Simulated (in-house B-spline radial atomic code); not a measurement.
A fraction x of an electron is removed from 3d in the titanium ion Ti²⁺, starting from [Ar] 3d2 and keeping the highest spin. Method: non-relativistic BLYP, spin-polarised, spherical fractional occupations, point nucleus. Calculated with an all-electron radial atomic-structure program (B-spline basis).

| x | E(x) - E(0) (eV) | 3d up level (eV) |
| --- | --- | --- |
| 0 | 0.0000 | -20.449 |
| 0.04 | 0.8288 | -20.992 |
| 0.23 | 5.0668 | -23.635 |
| 0.27 | 6.0236 | -24.205 |
| 0.46 | 10.8835 | -26.969 |
| 0.5 | 11.9742 | -27.563 |
| 0.61 | 15.0968 | -29.218 |
| 0.66 | 16.5768 | -29.980 |
| 0.86 | 22.8822 | -33.090 |
| 0.91 | 24.5565 | -33.882 |
| 1 | 27.6706 | -35.323 |

The exact functional would give a straight line between the two integer points. Deviations E(x) - E(0) - x[E(1) - E(0)], in eV: -0.278 at x = 0.04, -1.297 at x = 0.23, -1.447 at x = 0.27, -1.845 at x = 0.46, -1.861 at x = 0.5, -1.782 at x = 0.61, -1.686 at x = 0.66, -0.915 at x = 0.86, -0.624 at x = 0.91.

The curve lies below the straight line by up to 1.861 eV (at x = 0.5): convex, the delocalisation error that favours fractional charges.

(1) How well does Slater's transition state (minus the level at half occupation) give the ionisation energy?

Results:

(1) It gives 27.563 eV against 27.671 eV from the two total energies; NIST lists 27.49 eV, ground level to ground level.
